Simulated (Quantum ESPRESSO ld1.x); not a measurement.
Input (ld1.x (Quantum ESPRESSO 7.5)):

```
 &input
    zed=53.0,
    iswitch=1,
    rel=1,
    lsd=1,
    dft='PW',
    config='[Kr] 4d10 5s2 5p3 6s0 4f0 5d0 6p0',
    verbosity='high',
    prefix='ld1',
    max_out_wfc=37,
    file_charge='ld1.rho',
 /
```

Command: `OMP_NUM_THREADS=1 ld1.x < ld1.in > ld1.out`

It prints:

```
     Program LD1 v.7.5 starts

     --------------------------- All-electron run ----------------------------

     scalar relativistic calculation

     atomic number is 53.00
     dft =PW   lsd =1 sic =0 latt =0  beta=0.20 tr2=1.0E-14
     Exchange-correlation= PW
                           (   1   4   0   0   0   0   0)
     mesh =2073 r(mesh) = 100.05380 a.u. xmin = -8.00 dx = 0.00800
     1 Ry =  13.60569312 eV, c = 137.03599908

     n l     nl                  e(Ry)          e(Ha)          e(eV)
     1 0     1S 1( 1.00)   -2423.178946706   -1211.589473353 -32969.0291310
     2 0     2S 1( 1.00)    -375.734861603    -187.867430802  -5112.1332226
     2 1     2P 1( 3.00)    -337.581197777    -168.790598888  -4593.0261810
     3 0     3S 1( 1.00)     -76.999798664     -38.499899332  -1047.6356312
     3 1     3P 1( 3.00)     -64.634593296     -32.317296648   -879.3984415
     4 0     4S 1( 1.00)     -14.742671111      -7.371335556   -200.5842590
     4 1     4P 1( 3.00)     -10.859842047      -5.429921023   -147.7556783
     3 2     3D 1( 5.00)     -46.061666817     -23.030833409   -626.7009035
     4 2     4D 1( 5.00)      -5.199704133      -2.599852067    -70.7455788
     5 0     5S 1( 1.00)      -2.729359209      -1.364679604    -37.1348238
     5 1     5P 1( 3.00)      -1.878129855      -0.939064928    -25.5532585
     6 0     6S 1( 0.00)      -0.822549928      -0.411274964    -11.1913619
     4 3     4F 1( 0.00)      -0.409148623      -0.204574311     -5.5667506
     5 2     5D 1( 0.00)      -0.858771689      -0.429385845    -11.6841841
     6 1     6P 1( 0.00)      -0.598888957      -0.299444479     -8.1482994
     1 0     1S 2( 1.00)   -2423.169541514   -1211.584770757 -32968.9011668
     2 0     2S 2( 1.00)    -375.729760499    -187.864880249  -5112.0638185
     2 1     2P 2( 3.00)    -337.573628565    -168.786814283  -4592.9231967
     3 0     3S 2( 1.00)     -76.991330524     -38.495665262  -1047.5204162
     3 1     3P 2( 3.00)     -64.625368849     -32.312684425   -879.2729365
     4 0     4S 2( 1.00)     -14.724209436      -7.362104718   -200.3330751
     4 1     4P 2( 3.00)     -10.839150449      -5.419575225   -147.4741547
     3 2     3D 2( 5.00)     -46.053010637     -23.026505319   -626.5831301
     4 2     4D 2( 5.00)      -5.166540170      -2.583270085    -70.2943601
     5 0     5S 2( 1.00)      -2.575019434      -1.287509717    -35.0349242
     5 1     5P 2( 0.00)      -1.719997713      -0.859998856    -23.4017611
     6 0     6S 2( 0.00)      -0.773895440      -0.386947720    -10.5293839
     4 3     4F 2( 0.00)      -0.343587882      -0.171793941     -4.6747513
     5 2     5D 2( 0.00)      -0.750226473      -0.375113237    -10.2073512
     6 1     6P 2( 0.00)      -0.568388312      -0.284194156     -7.7333169

     final scf error:  6.8E-16 reached in  23 iterations

     Etot =  -14219.035449 Ry,   -7109.517725 Ha, -193459.832831 eV
     Total magnetization:    3.00 Bohr mag.

     Ekin =   14921.848208 Ry,    7460.924104 Ha,  203022.087546 eV
     Encl =  -34341.747673 Ry,  -17170.873836 Ha, -467243.280142 eV
     Eh   =    5550.075754 Ry,    2775.037877 Ha,   75512.627519 eV
     Exc  =    -349.211739 Ry,    -174.605869 Ha,   -4751.267753 eV

     normalization and overlap integrals

     s(1S/1S) =  1.000000  <r> =   0.0272  <r2> =    0.0010  r(max) =   0.0176
     s(1S/2S) = -0.015013
     s(1S/3S) = -0.006338
     s(1S/4S) = -0.002915
     s(1S/5S) = -0.001119
     s(1S/6S) = -0.000521
     s(2S/2S) =  1.000000  <r> =   0.1173  <r2> =    0.0162  r(max) =   0.0988
     s(2S/3S) = -0.003909
     s(2S/4S) = -0.001728
     s(2S/5S) = -0.000659
     s(2S/6S) = -0.000306
     s(2P/2P) =  1.000000  <r> =   0.1025  <r2> =    0.0128  r(max) =   0.0796
     s(2P/3P) = -0.003189
     s(2P/4P) = -0.001321
     s(2P/5P) = -0.000454
     s(2P/6P) = -0.000211
     s(3S/3S) =  1.000000  <r> =   0.3146  <r2> =    0.1131  r(max) =   0.2864
     s(3S/4S) = -0.001171
     s(3S/5S) = -0.000435
     s(3S/6S) = -0.000202
     s(3P/3P) =  1.000000  <r> =   0.3125  <r2> =    0.1133  r(max) =   0.2796
     s(3P/4P) = -0.000992
     s(3P/5P) = -0.000333
     s(3P/6P) = -0.000154
     s(4S/4S) =  1.000000  <r> =   0.7400  <r2> =    0.6191  r(max) =   0.6796
     s(4S/5S) = -0.000278
     s(4S/6S) = -0.000127
     s(4P/4P) =  1.000000  <r> =   0.7923  <r2> =    0.7159  r(max) =   0.7130
     s(4P/5P) = -0.000212
     s(4P/6P) = -0.000097
     s(3D/3D) =  1.000000  <r> =   0.2888  <r2> =    0.0987  r(max) =   0.2308
     s(3D/4D) = -0.000674
     s(3D/5D) = -0.000178
     s(4D/4D) =  1.000000  <r> =   0.9217  <r2> =    0.9951  r(max) =   0.7786
     s(4D/5D) = -0.000115
     s(5S/5S) =  1.000000  <r> =   1.8714  <r2> =    3.9323  r(max) =   1.6782
     s(5S/6S) = -0.000062
     s(5P/5P) =  1.000000  <r> =   2.1916  <r2> =    5.4161  r(max) =   1.9227
     s(5P/6P) = -0.000044
     s(6S/6S) =  1.000000  <r> =   4.2305  <r2> =   20.0010  r(max) =   3.9500
     s(4F/4F) =  1.000000  <r> =   3.8645  <r2> =   18.8064  r(max) =   3.1321
     s(5D/5D) =  1.000000  <r> =   3.1848  <r2> =   11.5474  r(max) =   2.7338
     s(6P/6P) =  1.000000  <r> =   5.0849  <r2> =   29.0067  r(max) =   4.7101
     s(1S/1S) =  1.000000  <r> =   0.0272  <r2> =    0.0010  r(max) =   0.0176
     s(1S/2S) = -0.015013
     s(1S/3S) = -0.006338
     s(1S/4S) = -0.002915
     s(1S/5S) = -0.001134
     s(1S/6S) = -0.000490
     s(2S/2S) =  1.000000  <r> =   0.1173  <r2> =    0.0162  r(max) =   0.0988
     s(2S/3S) = -0.003909
     s(2S/4S) = -0.001728
     s(2S/5S) = -0.000667
     s(2S/6S) = -0.000288
     s(2P/2P) =  1.000000  <r> =   0.1025  <r2> =    0.0128  r(max) =   0.0796
     s(2P/3P) = -0.003189
     s(2P/4P) = -0.001322
     s(2P/5P) = -0.000453
     s(2P/6P) = -0.000202
     s(3S/3S) =  1.000000  <r> =   0.3146  <r2> =    0.1131  r(max) =   0.2864
     s(3S/4S) = -0.001172
     s(3S/5S) = -0.000441
     s(3S/6S) = -0.000190
     s(3P/3P) =  1.000000  <r> =   0.3125  <r2> =    0.1132  r(max) =   0.2796
     s(3P/4P) = -0.000993
     s(3P/5P) = -0.000332
     s(3P/6P) = -0.000147
     s(4S/4S) =  1.000000  <r> =   0.7397  <r2> =    0.6184  r(max) =   0.6796
     s(4S/5S) = -0.000282
     s(4S/6S) = -0.000120
     s(4P/4P) =  1.000000  <r> =   0.7914  <r2> =    0.7139  r(max) =   0.7130
     s(4P/5P) = -0.000212
     s(4P/6P) = -0.000093
     s(3D/3D) =  1.000000  <r> =   0.2888  <r2> =    0.0987  r(max) =   0.2308
     s(3D/4D) = -0.000677
     s(3D/5D) = -0.000160
     s(4D/4D) =  1.000000  <r> =   0.9165  <r2> =    0.9821  r(max) =   0.7786
     s(4D/5D) = -0.000103
     s(5S/5S) =  1.000000  <r> =   1.8660  <r2> =    3.9211  r(max) =   1.6515
     s(5S/6S) = -0.000059
     s(5P/5P) =  1.000000  <r> =   2.2145  <r2> =    5.5586  r(max) =   1.9227
     s(5P/6P) = -0.000042
     s(6S/6S) =  1.000000  <r> =   4.4011  <r2> =   21.6124  r(max) =   4.0784
     s(4F/4F) =  1.000000  <r> =   4.9568  <r2> =   30.3215  r(max) =   4.2449
     s(5D/5D) =  1.000000  <r> =   3.4177  <r2> =   13.3728  r(max) =   2.8913
     s(6P/6P) =  1.000000  <r> =   5.3000  <r2> =   31.4845  r(max) =   4.9023

     ------------------------ End of All-electron run ------------------------
```

Run on one thread of a shared host, so times are rough (Intel(R) Xeon(R) Processor @ 2.60GHz): 0.66 s of CPU time, 2.1 s wall, 23 iterations on 2073 mesh points.
